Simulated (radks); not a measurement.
Spherical quantum dot in the effective-mass picture: electrons in a parabolic well V = omega^2 r^2 / 2 with omega = 1.26, with a point charge +1 (a donor) at the centre, all in effective atomic units (hartree* = m*/eps^2 hartree, bohr* = eps/m* bohr), one dielectric constant everywhere. Method: non-relativistic Kohn-Sham, PBE, spin-polarised, spherical densities; computed with a radial shooting solver with Libxc functionals. Levels are named by radial order and angular momentum (1s, 1p, 1d, 2s, ...), and open shells are averaged over m.

N = 12, configuration 1s2 1p6 1d(up 2, down 0) 2s2. This is the lowest configuration that the search found. Occupied and some empty levels:

| level | occupation | eigenvalue (hartree*) | <r> (bohr*) |
|---|---|---|---|
| 1s up | 1 | 7.7552 | 1.157 |
| 1s down | 1 | 7.7822 | 1.140 |
| 1p up | 3 | 8.6781 | 1.622 |
| 1p down | 3 | 8.7296 | 1.614 |
| 2s up | 1 | 9.4380 | 1.620 |
| 2s down | 1 | 9.4783 | 1.631 |
| 1d up | 2 | 9.5435 | 1.886 |
| 1d down | 0 | 9.6032 | 1.885 |
| 1f up | 0 | 10.465 | 2.095 |
| 1f down | 0 | 10.525 | 2.098 |
| 2p up | 0 | 10.631 | 1.892 |
| 2p down | 0 | 10.665 | 1.897 |
| 1g up | 0 | 11.440 | 2.277 |
| 1g down | 0 | 11.497 | 2.283 |

Energy (hartree*): total 67.1045, kinetic 15.031, external 17.701, Hartree 40.513, exchange-correlation -6.1401.

Electron density:

| r (bohr*) | n(r) (e/bohr*^3) |
|---|---|
| 0.153 | 1.490 |
| 0.324 | 1.048 |
| 0.495 | 0.7455 |
| 0.666 | 0.5477 |
| 0.837 | 0.4268 |
| 1.01 | 0.3573 |
| 1.18 | 0.3165 |
| 1.35 | 0.2862 |
| 1.52 | 0.2541 |
| 1.69 | 0.2153 |
| 1.86 | 0.1704 |
| 2.03 | 0.1245 |
| 2.20 | 0.08341 |
| 2.37 | 0.05107 |
| 2.54 | 0.02872 |
| 2.71 | 0.01477 |
| 2.89 | 0.006972 |
| 3.06 | 0.003019 |
| 3.23 | 0.001203 |
| 3.40 | 0.0004361 |
